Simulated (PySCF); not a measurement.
Nd²⁹⁺: fine-structure interval

Nd²⁹⁺ [Ar] 3d10 4s2 4p1 [4p1/2^1, M_J = 1/2] → Nd²⁹⁺ [Ar] 3d10 4s2 4p1 [4p3/2^1, M_J = 3/2], as a difference of total energies. All numbers are calculated (PySCF 2.14, the two-component X2C-1e Hamiltonian, in an uncontracted even-tempered set (17 s from 2.6 bohr⁻², ratio 2.8; 13 p from 3.4 bohr⁻², ratio 2.8; 8 d from 6 bohr⁻², ratio 2.8; 4 f from 15 bohr⁻², ratio 3)). Correlated levels: [Ne] frozen; the 74 highest virtual spinors dropped. "Screened" scales the spin-orbit matrix elements by Boettger's factors to mimic the two-electron term; Breit and QED terms are absent.

```json
{"method": "GHF (screened spin-orbit)", "fine-structure interval (cm⁻¹)": "259070"}
{"method": "GMP2 (screened spin-orbit)", "fine-structure interval (cm⁻¹)": "257250"}
{"method": "GHF (bare spin-orbit)", "fine-structure interval (cm⁻¹)": "268560"}
```
